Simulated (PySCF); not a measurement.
C5H8N4.
Structure used (GFN2-xTB), in Å, numbered top down from 1:
```xyz
17
C5H8N4 angstrom
C     -1.411    1.329    0.193
N     -0.760    0.073   -0.097
C     -1.541   -1.051   -0.559
C      0.573   -0.053    0.069
C      1.413    0.989    0.521
N      2.709    0.826    0.666
N      3.281   -0.305    0.401
N      2.593   -1.320   -0.015
C      1.293   -1.241   -0.187
H     -2.477    1.238    0.003
H     -1.270    1.610    1.241
H     -1.016    2.129   -0.439
H     -1.205   -1.382   -1.546
H     -2.585   -0.762   -0.632
H     -1.464   -1.893    0.136
H      1.042    1.972    0.771
H      0.818   -2.146   -0.536
```

Probes without a nucleus sit at each ring's centroid and 1 Å off its mean plane on both sides; NICS is minus the shielding there, NICSzz its component along the normal. Level: GIAO PBE0/pcSseg-1 (PySCF, non-relativistic, gas phase) on the GFN2-xTB geometry, one conformer.

Ring bond lengths (Å), with Mayer bond orders in brackets: C4–C5 1.412 (1.23), C5–N6 1.314 (1.49), N6–N7 1.295 (1.34), N7–N8 1.295 (1.34), N8–C9 1.314 (1.49), C9–C4 1.412 (1.23).

Question: What do the NICS probes read (ppm)?

Answer: 
```json
{"ring": "C4–C5–N6–N7–N8–C9", "type": "6-membered ring with 3 N; formal bonds all aromatic", "NICS(0)": "-4.6", "NICS(1), two faces": "-10.7 / -10.7", "NICS(1)zz, two faces": "-25.4 / -25.5", "rms pucker (Å)": "0.00", "centre to ring atoms, mean (Å)": "1.34"}
```

Question: What can be read from them?

Answer: 
- C4–C5–N6–N7–N8–C9: mean NICS(1)zz -25.5 ppm, shielded, aromatic by this magnetic criterion (flat ring, no four-coordinate atom). NICS(0) lies 6 ppm above the mean NICS(1).

Question: What does the geometric index give? Use HOMA with the parameters of Krygowski (1993).

Answer: 
- C4–C5–N6–N7–N8–C9: HOMA 0.93; the largest term is that of C9–C4, α(R − Ropt)² = 0.15. The geometric and the magnetic index point the same way.

Question: Give the inner angles of the rings and the Hirshfeld charges of the ring atoms.

Answer: 
- C4–C5–N6–N7–N8–C9: C4 112.0° (+0.051 e), C5 122.1° (-0.010 e), N6 121.4° (-0.114 e), N7 121.1° (-0.079 e), N8 121.4° (-0.114 e), C9 122.1° (-0.010 e); sum 720.0° against 720° for a flat convex ring.
